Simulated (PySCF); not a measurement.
# IrH₂⁺: breathing scan

Computed with UPBE0/[Ir def2-TZVP with ECP60, H def2-TZVP], scalar-relativistic core potentials, density fitting, no spin–orbit coupling, PySCF.

Rigid scan from the triplet minimum (Ir–H 1.577 Å (×2); H–Ir–H 44.1°). Coordinate: all bonds to the central atom scaled together. Energies in kJ/mol from the minimum.

Problem. Predict the curve at 0.88, 0.92, 0.96, 1.00, 1.04, 1.08, 1.14, 1.22, 1.35.

Solution. 
```
scale of all bonds to the centre  E (kJ/mol)  dipole size (D, about the centre of mass)  ⟨S²⟩
                            0.88        86.8                                       0.41  2.00
                            0.92        34.6                                       0.30  2.00
                            0.96         7.8                                       0.18  2.00
                            1.00         0.0                                       0.06  2.00
                            1.04         6.3                                       0.08  2.00
                            1.08        23.0                                       0.22  2.01
                            1.14        61.3                                       0.44  2.01
                            1.22       126.8                                       0.74  2.01
                            1.35       245.3                                       1.21  2.02
```

Open d and f shells are described by one determinant, and the ground state may have another occupation or spin. With an element this heavy the missing spin–orbit coupling can shift these numbers.

The scan took of the order of 60 core-seconds on a shared host.
